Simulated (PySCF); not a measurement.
SMILES Cl[Si](Cl)([SiH2][SiH2]Br)Cl (H₄BrCl₃Si₃), GFN2-xTB optimised geometry.

```
11

Cl    -0.53    -3.03     1.57
Si     0.07    -1.91     0.00
Cl     2.11    -1.91     0.00
Cl    -0.51    -2.88    -1.69
Si    -0.68     0.28     0.00
Si     0.57     1.55    -1.50
Br    -0.38     3.55    -1.78
H     -2.11     0.34    -0.34
H     -0.58     0.86     1.35
H      1.92     1.91    -1.07
H      0.63     1.05    -2.86
```

Density from PBE0/def2-TZVP in PySCF 2.14.0 at that geometry.

Minimum of the electron density along straight lines between bonded atoms, close to the bond critical point (lines longer than 1.1 times the sum of covalent radii, or with two minima, are not listed):

```csv
bond,length / Å,ρ at the minimum / e bohr⁻³,∇²ρ there / e bohr⁻⁵,position (fraction from the first atom)
Cl1–Si2,2.021,0.107,0.25,0.64
Si2–Cl3,2.041,0.103,0.23,0.36
Si2–Cl4,2.033,0.104,0.25,0.36
Si2–Si5,2.319,0.096,-0.12,0.64
Si5–Si6,2.325,0.095,-0.17,0.47
Si6–Br7,2.226,0.087,0.10,0.35
Si5–H8,1.470,0.122,0.18,0.49
Si5–H9,1.471,0.122,0.18,0.49
Si6–H10,1.460,0.127,0.18,0.49
Si6–H11,1.460,0.127,0.18,0.49
```
